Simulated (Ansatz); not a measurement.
Cl3Pb (SMILES [Cl][Pb-]([Cl])[Cl]), charge -1, singlet, at a GFN2-xTB geometry (such geometries of metal compounds can be far from the true shape) (core potentials on Pb) (a gas-phase anion, which may not be bound at this level). Base run: PBE/def2-SVP in Ansatz (a program for electronic structure).

Input for Ansatz:
Ansatz 0.2 input:
```yaml
crystal:
  periodic: [false, false, false]
  atoms:
    - {symbol: Pb, position_ang: [-0.00361800, 0.00715892, 0.42408556]}
    - {symbol: Cl, position_ang: [2.27112670, -0.56342976, -0.65322014]}
    - {symbol: Cl, position_ang: [-0.64852821, 2.22612561, -0.72521865]}
    - {symbol: Cl, position_ang: [-1.60514694, -1.69722710, -0.66715038]}
basis:
  gaussian:
    orbitals: def2-SVP
hamiltonian:
  xc: pbe
total_charge: -1
```

Variants of this job, named by their change:

| change | basis functions | E (Eh) |
|---|---|---|
| base | 80 | -1572.74685 |
| basis = jorge-DZP-DKH; relativity = none | 135 | -20391.93752 |
| basis = jorge-DZP-DKH; relativity = spin-free X2C | 135 | -22261.24190 |
| basis = x2c-TZVPall; relativity = none | 194 | -20067.24432 |
| basis = ANO-RCC-VDZP; relativity = spin-free X2C | 122 | -22275.10310 |
| basis = ANO-RCC-VDZP; relativity = none | 122 | -17917.23521 |
| basis = x2c-TZVPall; relativity = spin-free X2C | 194 | -22274.90742 |
| basis = jorge-DZP-DKH; relativity = spin-free X2C; nucleus = Gaussian | 135 | -22257.55504 |
| basis = x2c-TZVPall; relativity = spin-free X2C; nucleus = Gaussian | 194 | -22270.60417 |
| basis = ANO-RCC-VDZP; relativity = spin-free X2C; nucleus = Gaussian | 122 | -22269.93141 |

Totals shift with the method and basis; they matter in differences.

Ansatz warned in this series: the basis is contracted for relativity, which the run leaves out.

A gas-phase anion may not be bound at this level; its values then depend on the basis.

Basis sets contracted for a relativistic Hamiltonian are a mismatch without it, so the rows without relativity aren't non-relativistic limits. No row has spin-orbit coupling; sets with core potentials leave out the core electrons.
